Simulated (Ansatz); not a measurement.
Total energies of Pb2S⁺ (the lowest doublet isomer of a short search) from Ansatz at PBE0-D4/def2-TZVP, gas phase (1 Eh = 27.2114 eV = 2625.5 kJ/mol). The reference geometry is relaxed at PBE-D4/def2-TZVP.

```
atom   x (Å)   y (Å)   z (Å)
 Pb1  -0.049   0.395  -1.757
 Pb2   0.800   0.562   1.513
  S3  -0.751  -0.957   0.244
```

```csv
state,geometry,energy (Eh)
charge 1 doublet,reference,-783.66479
charge 0 singlet,reference,-783.89440
charge 1 quartet,relaxed at PBE-D4/def2-TZVP,-783.58534
```

In the def2 sets Pb takes a core potential; there is no spin–orbit coupling.

Problem. Work out the vertical electron affinity, to the singlet.

Solution. E(charge 1 doublet) − E(charge 0 singlet) = -783.66479 − (-783.89440) = 0.22961 Eh = 6.25 eV.

Problem. Which of the charge 1 states is lowest, and how far above it are the others?

Solution. The doublet. quartet: -783.58534 − (-783.66479) = 0.07945 Eh = 208.6 kJ/mol.

The structure comes from a short search, and lower isomers may exist.
